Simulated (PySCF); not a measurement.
A species of formula C4H2N2S has this rotational fingerprint, computed with PySCF, PBE0-D3(BJ)/def2-SVP geometry optimisation, gas phase:

```
Rotational constants : A = 5455, B = 2014, C = 1471 MHz
Dipole components    : |μa| = 4.27 D, |μb| = 1.14 D, |μc| = 0.00 D
Inertial defect      : 0.00 u·Å²
κ                    : -0.73
```

Problem. Which candidate fits, each taken in the one conformer that was computed?
A. `N#CC1=CSC=N1`
B. `[C-]#[N+]c1nccs1`

Solution. B. It is [C-]#[N+]c1nccs1, an asymmetric top, point group Cs. The candidates at the same level (rigid rotor, commonest isotopes):

```
          SMILES  A (MHz)  B (MHz)  C (MHz)  μa (D)  μb (D)  μc (D)  Δ (u·Å²)  point group                        rotor
      N#Cc1cscn1     7434     1527     1267    4.88    1.16    0.00      0.00           Cs  near-prolate asymmetric top
[C-]#[N+]c1nccs1     5455     2014     1471    4.27    1.14    0.00      0.00           Cs               asymmetric top
```

`N#Cc1cscn1` has A 36 % too high. In the right answer the mirror of this Cs structure is the ab plane, so μc vanishes by symmetry. No structure here is proved a minimum.
